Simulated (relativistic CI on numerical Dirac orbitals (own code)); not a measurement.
## Cd: what numerical and physical settings do to a radial Dirac CI calculation

Reference input:

```
atom Cd  Z=48  charge=0  electrons=48
nucleus A=114  rms_radius_fm=4.6087
hamiltonian dirac-coulomb  breit=on  qed=on  c_scale=1
orbitals kli  potential=per-configuration
slater_scale 1
correlation none
mixing on
grid step=0.0125 r_max=259.4
scf mixing=0.4 start=green max_iterations=150 tolerance=2e-08 node_fill=0.05
configurations
  [Kr] 4d10 5s2
  [Kr] 4d10 5s 5p
  [Kr] 4d10 5p2
  [Kr] 4d10 5s 5d
  [Kr] 4d10 5s 6s
end
```

Computed lowest total energy -5586.91217 Ha, first excitation 24326.4 cm⁻¹, 56 SCF steps. Runs with settings changed; * marks those that are bad on purpose (the QED terms keep the true α when c is scaled):

| Changed | Outcome | Lowest level | ΔE (Ha) | First excitation (cm⁻¹) | SCF steps | Message |
| --- | --- | --- | --- | --- | --- | --- |
| start potential previous, SCF tolerance 1e-10, QED terms off | converged | 5s2 1S_0 | -2.56 | 24386.1 | 66 |  |
| Breit term off | converged | 5s2 1S_0 | -3.84 | 24324.5 | 56 |  |
| speed of light × 10, nuclear radius 5.9913 fm, SCF tolerance 1e-06 | converged | 5s2 1S_0 | 122 | 22458.2 | 50 |  |
| iteration limit 30, speed of light × 1.25, grid step 0.008 | converged | 5s2 1S_0 | 46.3 | 23579.8 | 57 |  |
| configuration list: repeat * | refused |  |  |  | 0 | a configuration is listed twice |
| Slater scale 0 * | converged | 5s2 1S_0 | 0.0209 | 25370.0 | 56 |  |

With so few configurations and no correlation, terms lie too far apart (by 10 to 50 % near neutrality), their order can be wrong, and levels of other configurations are missing.
